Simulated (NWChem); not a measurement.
Molecule: B2, triplet; SMILES [B][B]

Results from NWChem. Spin-unrestricted. Medium grid unless said otherwise, to which SCAN and Minnesota functionals are sensitive. Structure relaxed at the PBE0/def2-SVP, spin-unrestricted level. No stability test was run on the SCF state. Level r2SCAN/def2-TZVP: single points from the atomic guess with DIIS by default; each run changes one setting, and all converged runs end within 0.3 mHa of each other.

Which setting needs the most SCF iterations, or fails (defaults; level shift of 0.5 Ha throughout; DIIS on 3 Fock matrices; occupation smearing of 0.005 Ha)?

level shift of 0.5 Ha throughout, with 13 against 7 for the defaults.
```
setting                           SCF iterations
--------------------------------  --------------
defaults                                       7
DIIS on 3 Fock matrices                        7
occupation smearing of 0.005 Ha                7
level shift of 0.5 Ha throughout              13
```
